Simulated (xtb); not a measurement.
O2Se, triplet, from a rough starting geometry (a higher spin typed on purpose: for a closed-shell molecule this is an excited state); GFN2-xTB (xtb).

Input for xtb:
```
$ xtb mol.xyz --gfn 2 --uhf 2 --opt vtight --json

# file mol.xyz
3

O     -1.31958826     0.24435726     0.00322082
Se     0.04388011    -0.57652584    -0.05068274
O      1.23743316     0.35129039     0.04097612
```

Output, abridged:

```
   ID    Z sym.   atoms
    1    8 O      1, 3
    2   34 Se     2

           -------------------------------------------------
          |                Calculation Setup                |
           -------------------------------------------------

           -------------------------------------------------
          |                 G F N 2 - x T B                 |
           -------------------------------------------------

          ...................................................
          :                      SETUP                      :
          :.................................................:
          :  # basis functions                  18          :
          :  # atomic orbitals                  17          :
          :  # shells                            7          :
          :  # electrons                        18          :
          :  max. iterations                   250          :
          :  Hamiltonian                  GFN2-xTB          :
          :  restarted?                      false          :
          :  GBSA solvation                  false          :
          :  PC potential                    false          :
          :  electronic temp.          300.0000000     K    :
          :  accuracy                    1.0000000          :
          :  -> integral cutoff          0.2500000E+02      :
          :  -> integral neglect         0.1000000E-07      :
          :  -> SCF convergence          0.1000000E-05 Eh   :
          :  -> wf. convergence          0.1000000E-03 e    :
          :  Broyden damping             0.4000000          :
          :  net charge                          0          :
          :  unpaired electrons                  2          :
          ...................................................

 iter      E             dE          RMSdq      gap      omega  full diag
   1    -11.1362650 -0.111363E+02  0.893E+00    5.84       0.0  T
   2    -11.1685689 -0.323039E-01  0.446E+00    6.08       1.0  T
   3    -11.1526875  0.158813E-01  0.333E+00    6.00       1.0  T
   4    -11.1635596 -0.108720E-01  0.236E+00    6.10       1.0  T
   5    -11.1728905 -0.933094E-02  0.878E-01    6.04       1.0  T
   6    -11.1725859  0.304664E-03  0.119E+00    6.04       1.0  T
   7    -11.1730410 -0.455134E-03  0.142E-01    6.04       1.0  T
   8    -11.1730333  0.773269E-05  0.982E-02    6.05       1.0  T
   9    -11.1730424 -0.911697E-05  0.122E-02    6.04       4.7  T
  10    -11.1730424 -0.680014E-07  0.744E-03    6.04       7.8  T
  11    -11.1730424 -0.300991E-08  0.511E-04    6.04     112.9  T
  12    -11.1730424 -0.125102E-09  0.524E-04    6.04     110.2  T

   *** convergence criteria satisfied after 12 iterations ***

 transition dipole moment (au) for excitation:           9          10
     X       Y       Z
  -0.0032  -0.0243   0.2885  total (au/Debye):    0.290   0.736
 dE (eV)             :    2.970
 oscillator strength :  0.86268E-02

         :::::::::::::::::::::::::::::::::::::::::::::::::::::
         ::                     SUMMARY                     ::
         :::::::::::::::::::::::::::::::::::::::::::::::::::::
         :: total energy             -11.142058946291 Eh    ::
         :: gradient norm              0.116877347778 Eh/a0 ::
         :: HOMO-LUMO gap              6.044171938473 eV    ::
         ::.................................................::
         :: SCC energy               -11.173042439702 Eh    ::
         :: -> isotropic ES            0.038679929151 Eh    ::
         :: -> anisotropic ES          0.003724102423 Eh    ::
         :: -> anisotropic XC         -0.004347329991 Eh    ::
         :: -> dispersion             -0.001275519825 Eh    ::
         :: repulsion energy           0.030983493411 Eh    ::
         :: add. restraining           0.000000000000 Eh    ::
         :: total charge               0.000000000000 e     ::
         :::::::::::::::::::::::::::::::::::::::::::::::::::::

[...]
 * total energy  :   -11.1420589 Eh     change        0.2139977E-10 Eh
 * total energy  :   -11.1487005 Eh     change       -0.6641588E-02 Eh
 * total energy  :   -11.1511970 Eh     change       -0.2496497E-02 Eh
 * total energy  :   -11.1513554 Eh     change       -0.1583590E-03 Eh
 * total energy  :   -11.1513744 Eh     change       -0.1902700E-04 Eh
 * total energy  :   -11.1513827 Eh     change       -0.8234035E-05 Eh
 * total energy  :   -11.1513841 Eh     change       -0.1411603E-05 Eh
 * total energy  :   -11.1513842 Eh     change       -0.1580490E-06 Eh
 * total energy  :   -11.1513842 Eh     change       -0.5982914E-08 Eh
   *** GEOMETRY OPTIMIZATION CONVERGED AFTER 9 ITERATIONS ***
         :: total energy             -11.151384226960 Eh    ::
[...]
         :: -> dispersion             -0.001268205123 Eh    ::
         :: repulsion energy           0.016321220959 Eh    ::
         :: add. restraining           0.000000000000 Eh    ::
         :: total charge               0.000000000007 e     ::
         :::::::::::::::::::::::::::::::::::::::::::::::::::::

           -------------------------------------------------
          |                Property Printout                |
           -------------------------------------------------

    * Orbital Energies and Occupations

         #    Occupation            Energy/Eh            Energy/eV
      -------------------------------------------------------------
         1        2.0000           -0.8064155             -21.9437
         2        2.0000           -0.7137433             -19.4219
         3        2.0000           -0.6749655             -18.3667
         4        2.0000           -0.5769925             -15.7008
         5        2.0000           -0.5684701             -15.4689
         6        2.0000           -0.5648283             -15.3698
         7        2.0000           -0.5163421             -14.0504
         8        2.0000           -0.5023624             -13.6700
         9        1.0000           -0.4815135             -13.1026
        10        1.0000           -0.3851547             -10.4806 (HOMO)
        11                         -0.1855252              -5.0484 (LUMO)
        12                         -0.1376356              -3.7453
        13                          0.0128924               0.3508
        14                          0.0910200               2.4768
        15                          0.1182928               3.2189
        16                          0.4198697              11.4252
        17                          0.7549179              20.5424
      -------------------------------------------------------------
                  HL-Gap            0.1996295 Eh            5.4322 eV
             Fermi-level           -0.3886390 Eh          -10.5754 eV

     #   Z          covCN         q      C6AA      α(0)
     1   8 O        0.855    -0.278    19.390     5.904
     2  34 Se       1.710     0.556   217.799    25.719
     3   8 O        0.855    -0.278    19.390     5.904

 Mol. C6AA /au·bohr⁶  :        546.290285
 Mol. C8AA /au·bohr⁸  :      26570.674641
 Mol. α(0) /au        :         37.526584

Wiberg/Mayer (AO) data.
largest (>0.10) Wiberg bond orders for each atom

 ---------------------------------------------------------------------------
     #   Z sym  total        # sym  WBO       # sym  WBO       # sym  WBO
 ---------------------------------------------------------------------------
     1   8 O    2.079 --     2 Se   1.732     3 O    0.347
     2  34 Se   3.463 --     1 O    1.732     3 O    1.732
     3   8 O    2.079 --     2 Se   1.732     1 O    0.347
 ---------------------------------------------------------------------------

Topologies differ in total number of bonds
Writing topology from bond orders to xtbtopo.mol

molecular dipole:
                 x           y           z       tot (Debye)
 q only:        0.046      -0.914      -0.077
   full:        0.051      -1.011      -0.085       2.582
molecular quadrupole (traceless):
                xx          xy          yy          xz          yz          zz
 q only:       -3.929      -0.273       2.315      -0.086       0.063       1.614
  q+dip:       -5.338      -0.367       2.904      -0.119       0.043       2.434
   full:       -6.073      -0.430       3.458      -0.134       0.074       2.615

optimized geometry written to: xtbopt.xyz

           -------------------------------------------------
          | TOTAL ENERGY              -11.151384226960 Eh   |
          | GRADIENT NORM               0.000026597308 Eh/α |
          | HOMO-LUMO GAP               5.432195479986 eV   |
           -------------------------------------------------

normal termination of xtb
```
